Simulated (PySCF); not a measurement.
The dipole of `O[SiH](O)N([SiH3])[SiH3]` from its density and from atomic charges.

Coordinates (GFN2-xTB, Å) and charges (e) from the PBE0/pcSseg-1 density (PySCF):

```
atom       x       y       z  Mulliken      IAO  Hirshfeld  ESP-fitted
  O1   2.001   1.179  -0.401   -0.5494  -0.7950    -0.2915     -0.7358
 Si2   1.314  -0.086   0.337   +1.1489  +1.4212    +0.4712     +0.9459
  O3   1.911  -1.416  -0.386   -0.5528  -0.7965    -0.3080     -0.7164
  N4  -0.401   0.087   0.146   -1.0843  -1.0651    -0.3527     -0.5564
 Si5  -0.992   1.701  -0.155   +0.6699  +0.7496    +0.3438     +0.4453
 Si6  -1.398  -1.329   0.083   +0.5996  +0.7378    +0.3460     +0.4696
  H7   2.869   1.061  -0.777   +0.2550  +0.3765    +0.1865     +0.4797
  H8   1.650  -0.094   1.759   -0.1596  -0.1989    -0.0943     -0.1840
  H9   1.515  -2.262  -0.202   +0.2538  +0.3698    +0.1713     +0.4280
 H10  -2.433   1.654   0.100   -0.1154  -0.1336    -0.0803     -0.1016
 H11  -0.323   2.605   0.777   -0.0946  -0.1255    -0.0750     -0.0793
 H12  -0.742   2.091  -1.545   -0.0877  -0.1362    -0.0808     -0.0806
 H13  -0.813  -2.318   1.001   -0.1181  -0.1422    -0.0817     -0.1283
 H14  -2.742  -0.956   0.510   -0.0838  -0.1183    -0.0710     -0.0809
 H15  -1.421  -1.910  -1.267   -0.0815  -0.1436    -0.0837     -0.1053
```

**Question.** Compute μ = Σ q r for each scheme (1 e·Å = 4.803 D) and compare with the dipole of the full density.

**Answer.** The full density gives (0.30, -1.25, 0.05) D, 1.29 D in size; dipole vectors point from the negative to the positive end.

```json
{"scheme": "Mulliken", "μx": "-0.20", "μy": "-0.55", "μz": "0.34", "size (D)": "0.68", "share of the full size (%)": "53", "angle to the full dipole (°)": "42"}
{"scheme": "IAO", "μx": "-0.81", "μy": "-1.27", "μz": "1.23", "size (D)": "1.95", "share of the full size (%)": "151", "angle to the full dipole (°)": "56"}
{"scheme": "Hirshfeld", "μx": "0.30", "μy": "-0.55", "μz": "0.09", "size (D)": "0.63", "share of the full size (%)": "49", "angle to the full dipole (°)": "17"}
{"scheme": "ESP-fitted", "μx": "0.27", "μy": "-1.24", "μz": "0.06", "size (D)": "1.27", "share of the full size (%)": "99", "angle to the full dipole (°)": "1"}
```

**Question.** Which set comes closest?

**Answer.** Length of the difference vector: ESP-fitted 0.03 D, Hirshfeld 0.70 D, Mulliken 0.91 D, IAO 1.62 D. Closest: ESP-fitted. 

**Question.** What is left for the Hirshfeld atoms' own dipoles?

**Answer.** The shares of the density sum to the whole, so what Σ q r misses lies in dipoles about the nuclei. The atomic dipoles sum to (0.30, -1.25, 0.05) − (0.30, -0.55, 0.09) = (0.00, -0.70, -0.04) D, 0.70 D in size.

**Question.** With the origin at the mean of the coordinates, (0.000, 0.001, -0.001) Å, which are the largest single terms, by size, of the ESP-fitted dipole along the direction of the full one?

**Answer.** O3 -6.21, H9 +5.23, Si5 -4.04, O1 +2.46, Si6 +2.19 D; all 15 atoms together +1.27 D. The single terms depend on the origin, their sum doesn't.

**Question.** Give the size of the full dipole in other units.

**Answer.** 1.29 D = 0.507 au = 0.268 e·Å = 4.30 × 10⁻³⁰ C·m.

The structure is a single GFN2-xTB conformer in the gas phase; no vibrational or solvent corrections.

Shape of the structure used: `[OH:1][SiH:2]([OH:3])[N:4]([SiH3:5])[SiH3:6]`: O1–Si2–N4–Si5 -23°, H–O1–Si2–O3 -29°, H–O3–Si2–O1 -169°.
